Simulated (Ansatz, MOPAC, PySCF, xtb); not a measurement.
Pair of molecules: HCl (SMILES Cl) (first 2 atoms) with ClH3Si (SMILES [SiH3]Cl); geometry from B3LYP-D3(BJ)/def2-TZVP, rigid monomers moved along the line of their centres of mass till H2···Cl4 is 3.45 Å.
(charge 0, multiplicity 1):
```
atom    x (Å)    y (Å)   z (Å)
----  -------  -------  ------
Cl    -0.3135  -0.4178  0.9692
H      0.5898  -0.1007  1.8322
Si    -0.3185   0.5900  5.7300
Cl     1.6323   0.7264  5.0150
H     -0.7908  -0.7858  5.4973
H     -1.1386   1.5701  4.9973
H     -0.2778   0.9018  7.1707
```

Monomers are frozen at their geometry in the pair; levels with a basis set take the counterpoise correction. Rows marked so take none.

Rows in 3-21G carry no dispersion term and start afresh at each structure. The state reached by PM6, PM7 isn't checked; PM7 holds dispersion and hydrogen-bond terms.

The values were computed with Ansatz (Gaussian orbitals); MOPAC for PM6, PM7 (differences of heats of formation); PySCF for 3-21G rows, the dispersion terms; xtb for the GFN methods. Each number belongs to the level named beside it.

```json
[
 {"level": "PM6", "interaction energy (kcal/mol)": "-0.64"},
 {"level": "PM7", "interaction energy (kcal/mol)": "-1.57"},
 {"level": "GFN2-xTB", "interaction energy (kcal/mol)": "-1.25"},
 {"level": "HF/aug-cc-pV(D+d)Z", "interaction energy (kcal/mol)": "-0.72"},
 {"level": "HF/aug-cc-pV(T+d)Z", "interaction energy (kcal/mol)": "-0.65"},
 {"level": "PBE-D3(BJ)/def2-TZVPPD", "interaction energy (kcal/mol)": "-1.47"},
 {"level": "B3LYP/3-21G (no counterpoise)", "interaction energy (kcal/mol)": "-1.29"},
 {"level": "PBE0/def2-TZVPPD", "interaction energy (kcal/mol)": "-0.90"},
 {"level": "PBE0-D4/def2-TZVPPD", "interaction energy (kcal/mol)": "___"}
]
```

Some entries are withheld; supply them.


- PBE0-D4/def2-TZVPPD, interaction energy (kcal/mol): -1.39

Ansatz is a quantum-chemistry and plane-wave program.
